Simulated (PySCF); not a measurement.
# Two-component Hartree-Fock for Cs⁵¹⁺ (caesium, charge +51)

Start: [He] 2s2. Calculated with PySCF 2.14 in an uncontracted even-tempered set (17 s from 7.4 bohr⁻², ratio 2.6; 13 p from 9.6 bohr⁻², ratio 2.6; 7 d from 9.9 bohr⁻², ratio 2.8; 4 f from 190 bohr⁻², ratio 2.8): generalised Hartree-Fock with the X2C-1e Hamiltonian and a Gaussian nucleus; spin-orbit coupling (SO) screened by Boettger's factors.

```tsv
spinor shell	electrons	ε, screened SO (eV)	weight of nominal j (screened SO)	rms radius, screened SO (bohr)
1s1/2	2	-41311.0	1.000	0.0296
2s1/2	2	-9983.8	1.000	0.115
```

```
   quantity  screened SO
E (hartree)  -3862.19398
        M_J            0
       ⟨J²⟩        0.000
       ⟨L²⟩        0.000
       ⟨S²⟩        0.000
```

Breit and QED terms are absent; they matter most for the inner s and p1/2 levels.

Densities and radii are taken from the X2C orbitals without a picture-change correction, which distorts them close to the nucleus.
